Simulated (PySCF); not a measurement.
## How the functional moves excitation energies

Species: hydrogen selenide, H₂Se.
Cartesian coordinates in Å at the PBE0-D3(BJ)/def2-SVP level; atoms count from 1:
```xyz
3
H2Se angstrom
Se     0.0194    0.6503    0.0089
H     -1.0565   -0.3498   -0.0272
H      1.0437   -0.4028   -0.0267
```

Linear-response calculations in the def2-SVPD basis (PySCF; singlets by full response, triplets Tamm–Dancoff, core orbitals frozen in the response; HF means time-dependent Hartree–Fock). 'Strongest' is the level of largest summed f among the singlets computed (10 roots, of which the last may lack a degenerate partner); it can jump between rows when another state enters that window. S1 is the lowest singlet of each run and needn't be the same state throughout; f(S1) is that of one state. Geometry: PBE0-D3(BJ)/def2-SVP; no solvent, vibrations or thermal averaging. Relativistic effects, spin–orbit coupling among them, are left out although an element past zinc is present.

```json
{"functional": "LDA", "kind": "LDA", "S1 (eV)": "5.26", "f(S1)": "0.000", "strongest (eV)": "8.41", "T1 (eV)": "4.87", "HOMO (eV)": "-6.06", "gap (eV)": "5.07", "ionisation energy, ΔSCF (eV)": "10.04"}
{"functional": "PBE", "kind": "GGA", "S1 (eV)": "5.21", "f(S1)": "0.000", "strongest (eV)": "7.91", "T1 (eV)": "4.73", "HOMO (eV)": "-5.95", "gap (eV)": "5.04", "ionisation energy, ΔSCF (eV)": "9.80"}
{"functional": "B3LYP", "kind": "global hybrid, 20% exact exchange", "S1 (eV)": "5.23", "f(S1)": "0.000", "strongest (eV)": "8.07", "T1 (eV)": "4.76", "HOMO (eV)": "-6.89", "gap (eV)": "6.45", "ionisation energy, ΔSCF (eV)": "9.89"}
{"functional": "BHandHLYP", "kind": "global hybrid, 50% exact exchange", "S1 (eV)": "5.36", "f(S1)": "0.000", "strongest (eV)": "8.37", "T1 (eV)": "4.86", "HOMO (eV)": "-8.15", "gap (eV)": "8.56", "ionisation energy, ΔSCF (eV)": "9.72"}
{"functional": "CAM-B3LYP", "kind": "range-separated hybrid", "S1 (eV)": "5.27", "f(S1)": "0.000", "strongest (eV)": "8.67", "T1 (eV)": "4.80", "HOMO (eV)": "-8.44", "gap (eV)": "8.99", "ionisation energy, ΔSCF (eV)": "9.88"}
{"functional": "wB97X-D", "kind": "range-separated hybrid", "S1 (eV)": "5.34", "f(S1)": "0.000", "strongest (eV)": "8.28", "T1 (eV)": "4.92", "HOMO (eV)": "-9.00", "gap (eV)": "10.47", "ionisation energy, ΔSCF (eV)": "9.86"}
{"functional": "LC-wPBE", "kind": "range-separated hybrid", "S1 (eV)": "5.40", "f(S1)": "0.000", "strongest (eV)": "8.52", "T1 (eV)": "4.87", "HOMO (eV)": "-9.83", "gap (eV)": "11.47", "ionisation energy, ΔSCF (eV)": "9.84"}
{"functional": "HF", "kind": "Hartree–Fock", "S1 (eV)": "5.51", "f(S1)": "0.000", "strongest (eV)": "8.71", "T1 (eV)": "4.89", "HOMO (eV)": "-9.78", "gap (eV)": "11.73", "ionisation energy, ΔSCF (eV)": "not settled"}
```

Problem. What does PBE0 (global hybrid, 25% exact exchange) give?

Solution. S1 (eV) 5.34, f(S1) 0.000, strongest (eV) 8.21, T1 (eV) 4.83, HOMO (eV) -7.12, gap (eV) 7.01, ionisation energy, ΔSCF (eV) 9.80. S1 runs from 5.21 eV (PBE) to 5.51 eV (HF), a spread of 0.30 eV, while the orbital gap spreads over 6.7 eV. Along PBE (0%), B3LYP (20%), PBE0 (25%), BHandHLYP (50%), HF (100%) S1 rises with the share of exact exchange. −ε(HOMO) comes closest to its own ΔSCF ionisation energy with LC-wPBE (0.00 eV) and misses most with LDA (-3.99 eV). 'Not settled' means that the ion's SCF failed to converge or may have ended in another state than the lowest.
